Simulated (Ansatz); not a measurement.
`O[Si]1(Cl)CO1` + `[SnH4]` → `O[Si]1([SnH3])CO1` + HCl at 600 K and 1 bar (formal exchange of groups at the Si–Cl bond).

Gas-phase electronic energies from Ansatz, PBE0-D4/def2-TZVP geometries. CCSD(T)/CBS is the MP2 limit (def2-TZVPP, def2-QZVPP) plus CCSD(T) − MP2 in def2-TZVPP, frozen cores. This one scheme is used for every species. def2 core potentials past Kr. For Sn outer-core shells are correlated without core-valence functions, which leaves a few kJ/mol of doubt a bond. Each species was taken in one conformer, which may not be the lowest.

| species | CCSD(T)/CBS energy (Eh) | H − E (kJ/mol) | S (J/(mol·K)) |
| --- | --- | --- | --- |
| `O[Si]1(Cl)CO1` | -939.15161 | 176.7 | 402.7 |
| `[SnH4]` | -216.39156 | 98.5 | 271.3 |
| `O[Si]1([SnH3])CO1` | -695.13357 | 245.3 | 500.8 |
| HCl | -460.38127 | 35.4 | 207.2 |

H − E and S are ideal-gas, rigid-rotor, harmonic terms from PBE0-D4/def2-TZVP, for one conformer and one mirror image of each species. 1 Eh = 2625.50 kJ/mol, R = 8.31446 J/(mol·K).

By hand: ΔE, ΔH, ΔS and ΔG.

ΔE = (-695.13357) + (-460.38127) − (-939.15161) − (-216.39156) = 0.02833 Eh = 74.4 kJ/mol. Δ(H − E) = 245.3 + 35.4 − 176.7 − 98.5 = 5.5, so ΔH = 79.9 kJ/mol. ΔS = 500.8 + 207.2 − 402.7 − 271.3 = 34.0 J/(mol·K). ΔG = 79.9 − 600 × (34.0)/1000 = 59.5 kJ/mol.

By hand: the equilibrium constant, and the temperature at which ΔG would vanish if ΔH and ΔS stayed fixed.

log₁₀ K = −ΔG/(RT ln 10) = -5.2. ΔG = 0 at ΔH/ΔS = 2350 K.

ΔH outweighs TΔS. A doubt of 5 kJ/mol in ΔE shifts log₁₀ K by 0.4 here. Other conformers and mirror images would add mixing entropy, several J/(mol·K) or more a flexible species. Modes under 60 cm⁻¹, often nearly free rotors, make the harmonic entropy too high. These are equilibria of isolated gas molecules and say nothing of rates. Largest T1 diagnostic: 0.014 (customary marks: 0.02 for closed shells, 0.045 for open ones).
